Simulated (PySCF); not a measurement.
Order these species by their calculated properties.

All species are isolated and taken at one optimised geometry, non-relativistic unless stated; the electronic structure was computed with PySCF and density fitting.

The conformers computed, where there is a choice (atom-mapped SMILES and torsion angles):
- `[CH2:1]=[C:2][CH2:3][CH2:4][CH2:5][CH2:6][CH3:7]`: C1–C2–C3–C4 138°, C2–C3–C4–C5 63°, C3–C4–C5–C6 -68°, C4–C5–C6–C7 166°
- `[OH:1][SiH:2][O:3]/[C:4]([SiH3:5])=[CH:6]/[F:7]`: O1–Si2–O3–C4 82°, Si2–O3–C4–Si5 7°, H–O1–Si2–O3 37°
- `[CH3:1][CH:2][C:3]1([CH2:4][CH3:5])[CH2:6][CH2:7]1`: C1–C2–C3–C4 171°, C2–C3–C4–C5 -69°
- `[CH2:1]=[CH:2][C:3]([CH3:4])[CH2:5][CH2:6][CH3:7]`: C1–C2–C3–C4 1°, C2–C3–C5–C6 -97°, C3–C5–C6–C7 179°
- `[OH:1][C:2]1=[C:3]([OH:4])[CH-:5][CH:6][C:7]([Cl:8])=[CH:9]1`: H–O1–C2–C3 -179°, H–O4–C3–C2 0°

The conformers of `[CH2]CC1CCCC1` [doublet state] and `N#C[C@@H]1C=CC[C@@H]1[SH+]` [charge +1 and doublet state] aren't listed.

Task: Rank by isotropic g value, highest first (unrestricted B3LYP/pcH-1, mean-field spin–orbit at GFN2-xTB geometries).
A. `N#C[C@@H]1C=CC[C@@H]1[SH+]` [radical]
B. `O[SiH]O/C([SiH3])=C/F` [radical]
C. `[CH2]CC1CCCC1` [radical]
D. `C=[C]CCCCC` [radical]
E. `C[C+]=[C]c1nc(C)cs1` [radical]

Result: A (2.00999), E (2.00342), C (2.00261), D (2.00218), B (2.00183).

Task: Rank by smallest rotational constant, highest first (GFN2-xTB).
A. `C[C+]=[C]c1nc(C)cs1` [radical]
B. `O[SiH]O/C([SiH3])=C/F` [radical]
C. `OC1=C(O)[CH-][CH]C(Cl)=C1` [radical]
D. `[C](=C)CCCCC` [radical]
E. `C[CH]C1(CC)CC1` [radical]
F. `C=C[C](C)CCC` [radical]

Result: E (1.608 GHz), D (1.230 GHz), F (1.126 GHz), B (0.844 GHz), C (0.672 GHz), A (0.616 GHz).
